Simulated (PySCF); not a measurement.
**Radial density of Sb³⁺ (antimony, charge +3)**

UHF, [Kr] 4d10 5s2, closed-shell 1S. Calculation: PySCF 2.14, in x2c-SVPall (6s5p3d, 36 functions); scalar relativity by spin-free X2C-1e.

| r (bohr) | 4πr²ρ (e/bohr) |
| --- | --- |
| 0.0223 | 65.64 |
| 0.0374 | 56.49 |
| 0.0630 | 73.13 |
| 0.106 | 79.82 |
| 0.178 | 59.09 |
| 0.300 | 65.43 |
| 0.504 | 22.42 |
| 0.848 | 23.84 |
| 1.43 | 6.691 |
| 2.40 | 1.211 |
| 4.04 | 0.04369 |
| 6.79 | 1.468e-05 |

Densities and radii are taken from the X2C orbitals without a picture-change correction, which distorts them close to the nucleus.
